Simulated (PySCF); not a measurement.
First SCF of a structure search on singlet ZrCl2, at a hand-made bent geometry. PySCF input:

```python
from pyscf import gto, scf, dft
mol = gto.M(atom='''
Zr     0.000000     0.000000     0.000000
Cl     2.072500     0.000000     1.451100
Cl    -2.072500     0.000000     1.451100''',
    basis={'Zr': 'def2-TZVP', 'Cl': 'def2-TZVP'},
    ecp={'Zr': 'def2-TZVP'},
    charge=0, spin=0)
mf = dft.RKS(mol, xc='B3LYP')
mf.grids.atom_grid = (50, 194)
aux = {'Zr': 'def2-universal-JKFIT', 'Cl': 'def2-universal-JKFIT'}
mf = mf.density_fit(auxbasis=aux)
mf.conv_tol = 1e-08
mf.diis_space = 10
mf.max_cycle = 60
mf.init_guess = 'minao'
mf.verbose = 4
mf.kernel()
```

Excerpt of the output (cycles and frontier levels):

```
init E= -962.144311289464
  HOMO = -0.447865124573355  LUMO = -0.44481538672871  gap/eV = 0.08299
cycle= 1 E= -966.785011492853  delta_E= -4.64  |g|=  1.7  |ddm|= 4.38
  HOMO = 0.0139037299544273  LUMO = 0.0323892216490142  gap/eV = 0.50302
cycle= 2 E= -965.954372651808  delta_E= 0.831  |g|=    2  |ddm|= 7.42
  HOMO = -0.194636534232772  LUMO = -0.17050819496358  gap/eV = 0.65657
cycle= 3 E= -967.506586483664  delta_E= -1.55  |g|= 0.415  |ddm|= 7.22
  HOMO = -0.186216489933778  LUMO = -0.157257668178026  gap/eV = 0.78801
cycle= 4 E= -967.553536316905  delta_E= -0.0469  |g|= 0.168  |ddm|= 0.465
  HOMO = -0.174414314574584  LUMO = -0.137282746399549  gap/eV = 1.01040
cycle= 5 E= -967.561962428758  delta_E= -0.00843  |g|= 0.0825  |ddm|= 0.445
  HOMO = -0.182947651501757  LUMO = -0.14168774284822  gap/eV = 1.12274
cycle= 6 E= -967.564815973016  delta_E= -0.00285  |g|= 0.0529  |ddm|= 0.165
  HOMO = -0.186850548996485  LUMO = -0.143338365240694  gap/eV = 1.18403
... 10 lines left out ...
cycle= 12 E= -967.570621315528  delta_E= -2.74e-07  |g|= 0.0017  |ddm|= 0.00514
  HOMO = -0.203812456132213  LUMO = -0.143675192354181  gap/eV = 1.63642
cycle= 13 E= -967.570623272908  delta_E= -1.96e-06  |g|= 0.000514  |ddm|= 0.00654
  HOMO = -0.203966195457859  LUMO = -0.14365218591012  gap/eV = 1.64123
cycle= 14 E= -967.570623506634  delta_E= -2.34e-07  |g|= 6.19e-05  |ddm|= 0.0031
  HOMO = -0.203977437146552  LUMO = -0.143645323428731  gap/eV = 1.64172
cycle= 15 E= -967.57062350922  delta_E= -2.59e-09  |g|= 1.7e-05  |ddm|= 0.000246
  HOMO = -0.203984378745059  LUMO = -0.143648126527243  gap/eV = 1.64183
Extra cycle  E= -967.57062350913  delta_E= 8.94e-11  |g|= 2.74e-05  |ddm|= 7.53e-05
converged SCF energy = -967.57062350913
```

No lower solution of this spin was found from smeared starts or by a stability analysis within the restricted form, which does not test spin polarisation.

At the minimum of this search the closed-shell solution is unstable towards spin polarisation, so a lower open-shell solution exists.

The search for the lowest solution, 3 starts and the stability check together, took 10 s on 2 threads of a shared Arm Neoverse V1 host, with 114 basis functions; the process peaked at 0.42 GiB.
